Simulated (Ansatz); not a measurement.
`[CH3][Sc]([CH3])[Cl]`, charge 0, multiplicity 1.

Problem. Give a relaxed structure at PBE0-D4/def2-TZVP (Ansatz). (Estimate.)

Solution. The calculation gave: 
Z-matrix (Å, degrees):
```
C
Sc 1 2.165
H 1 1.097 2 113.3
H 1 1.098 2 111.5 3 121.9
H 1 1.099 2 110.7 3 -119.7
C 2 2.164 1 115.4 3 -151.5
Cl 2 2.315 1 122.5 3 27.5
H 6 1.099 2 111.2 1 -109.1
H 6 1.097 2 111.8 1 10.5
H 6 1.097 2 112.5 1 131.8
```
This is one stationary point; other conformers may exist.
